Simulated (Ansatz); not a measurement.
Two structures of Si$_{5}$NH$_{13}$Cl$_{2}$, singlet, reached by relaxing down either side of one saddle point (PBE0-D4/def2-TZVP). Energies are electronic, without zero-point energy. Computed with Ansatz 0.2.0 (basis: def2-TZVPP and def2-QZVPP); correlated methods freeze the cores. Extrapolation: Hartree–Fock as exp(−7.88 √X), correlation as X^−2.97. First:

```
21
angstrom
Si -0.0625 -1.1172 2.3084
Cl 2.1240 -0.6622 2.4447
Cl -2.2761 -1.2845 2.0222
H 0.5226 1.1329 1.7344
N -0.2045 0.5113 1.3805
Si 0.0002 0.3032 -0.4599
Si -0.2241 2.4646 -1.3361
Si -1.6898 -1.0762 -1.3092
Si 2.1349 -0.5273 -0.9436
H -0.2066 -1.0874 3.7709
H 0.1844 -2.2795 1.4399
H -1.1276 0.8981 1.5770
H -0.0657 2.3970 -2.8110
H 0.8177 3.3582 -0.7608
H -1.5652 3.0157 -1.0010
H -1.4251 -1.0087 -2.7767
H -3.0361 -0.5161 -1.0449
H -1.5596 -2.4804 -0.8608
H 2.1417 -0.4952 -2.4360
H 2.3204 -1.9243 -0.4920
H 3.1972 0.3784 -0.4462
```

Second:

Si1  (-0.566, -1.236, 2.280)
Cl2  (2.513, 1.184, 2.323)
Cl3  (-2.427, -2.060, 1.972)
H4  (1.311, 0.798, 1.949)
N5  (-0.335, 0.198, 1.341)
Si6  (-0.101, 0.209, -0.426)
Si7  (-0.136, 2.439, -1.133)
Si8  (-1.762, -0.974, -1.590)
Si9  (1.981, -0.718, -0.998)
H10  (-0.474, -0.900, 3.715)
H11  (0.437, -2.226, 1.840)
H12  (-0.900, 0.977, 1.665)
H13  (0.036, 2.467, -2.610)
H14  (0.958, 3.211, -0.487)
H15  (-1.440, 3.070, -0.786)
H16  (-1.548, -0.708, -3.040)
H17  (-3.122, -0.507, -1.208)
H18  (-1.660, -2.438, -1.353)
H19  (1.857, -1.190, -2.405)
H20  (2.304, -1.881, -0.131)
H21  (3.073, 0.284, -0.918)
(Å)

(1) Which bonds change from the first to the second?

(2) Give the saddle point's structure and its height above each. (Judge from chemistry; the value comes from the calculation.)

T1 diagnostic: at most 0.013.

Answers

(1) Si₄NH₁₁ ([NH2][Si]([SiH3])([SiH3])[SiH3]) + SiH₂Cl₂ ([Cl][SiH2][Cl]) → Si₅NH₁₂Cl ([SiH3][Si]([SiH3])([SiH3])[NH][SiH2][Cl]) + HCl; bonds formed: Cl2–H4; dative contacts that become bonds: Si1–N5; bonds broken: Si1–Cl2, H4–N5.

(2) By the calculation: 42.2 kJ/mol above the first and 24.8 kJ/mol above the second (CCSD(T) at an estimated basis limit (MP2 extrapolated from triple and quadruple zeta, plus CCSD(T) − MP2 in triple zeta)).
```
21
angstrom
Si -0.4536 -1.1757 2.2785
Cl 2.3415 0.2657 2.2949
Cl -2.4347 -1.7021 2.0823
H 0.8020 0.6032 1.7699
N -0.2750 0.3550 1.3579
Si -0.0337 0.2765 -0.4600
Si -0.1890 2.4845 -1.2213
Si -1.7039 -1.0200 -1.4714
Si 2.0897 -0.6060 -0.9228
H -0.2039 -0.9250 3.7039
H 0.3620 -2.2008 1.6137
H -0.9623 1.0509 1.6374
H 0.0148 2.4809 -2.6929
H 0.8429 3.3280 -0.5652
H -1.5377 3.0367 -0.9140
H -1.4902 -0.8711 -2.9363
H -3.0590 -0.5199 -1.1223
H -1.5849 -2.4539 -1.1033
H 1.9611 -0.9382 -2.3754
H 2.3477 -1.8644 -0.1864
H 3.1664 0.3958 -0.7673
```

The step is the kind of exchange with an N–H group that builds nitride films in atomic layer and chemical vapour deposition. Here a small cluster stands in for the surface site.

Labels in which every atom is bracketed show which atoms are joined, not bond orders.

For scale, one of the runs: CCSD(T)/def2-TZVPP, 507 basis functions, launched by `ansatz run in.yaml --threads 5 --pin off --events-out ev --progress --plain --max-ram 66560MiB --backend cuda --devices 0, --max-vram 37GiB`. Hardware: 5 CPU threads of an AMD EPYC 7R13 and a share of one NVIDIA H100, shared host. Wall time 55 s; peak host memory 1.2 GiB.
